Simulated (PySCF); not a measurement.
**Relaxation of triplet Zn₂Se**

Method: UPBE0 in PySCF with Se def2-SVP, Zn def2-SVP; no relativity; density-fitted integrals. A (50,194) grid was used.

A hand-made linear start, of D∞h symmetry, held to at least that symmetry:

```xyz
3
charge 0 multiplicity 3, angstrom
Se    0.0000    0.0000    0.0000
Zn    0.0000    0.0000    2.3400
Zn    0.0000    0.0000   -2.3400
```

Q: What does it relax to?

A: It ends at D∞h with Se–Zn 2.284 Å (×2); Zn–Se–Zn 180.0°. A frequency run shows 2 imaginary modes (one degenerate set), down to 129i cm⁻¹, so it is a higher-order saddle point. Other isomers or separated fragments may lie lower.

Q: How much energy is released, and in how many steps?

A: 3.1 kJ/mol in 3 steps.

The relaxation took of the order of 40 core-seconds on a shared host.
